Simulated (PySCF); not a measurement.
**YSBr: one-bond stretch**

Level of theory: PBE0 in PySCF with Y def2-TZVP with ECP28, S def2-TZVP, Br def2-TZVP; scalar-relativistic core potentials, no spin–orbit coupling; density-fitted integrals.

Rigid scan from the singlet minimum (Y–Br 2.618 Å, Y–S 2.283 Å; Br–Y–S 119.2°). Coordinate: the bond from Y to the last atom (Br) scaled, the rest fixed. Energies in kJ/mol from the minimum.

```json
{"scale of one bond": "0.92", "E (kJ/mol)": "26.5", "dipole size (D)": "7.59"}
{"scale of one bond": "0.96", "E (kJ/mol)": "5.8", "dipole size (D)": "7.56"}
{"scale of one bond": "1.00", "E (kJ/mol)": "0.0", "dipole size (D)": "7.58"}
{"scale of one bond": "1.05", "E (kJ/mol)": "6.7", "dipole size (D)": "7.68"}
{"scale of one bond": "1.12", "E (kJ/mol)": "31.4", "dipole size (D)": "7.95"}
{"scale of one bond": "1.20", "E (kJ/mol)": "69.8", "dipole size (D)": "8.43"}
{"scale of one bond": "1.35", "E (kJ/mol)": "146.7", "dipole size (D)": "9.65"}
{"scale of one bond": "1.55", "E (kJ/mol)": "235.2", "dipole size (D)": "–"}
{"scale of one bond": "1.80", "E (kJ/mol)": "314.7", "dipole size (D)": "–"}
{"scale of one bond": "2.20", "E (kJ/mol)": "385.9", "dipole size (D)": "–"}
```

At long bonds a restricted determinant can lie too high, and another spin state can fall below this curve.
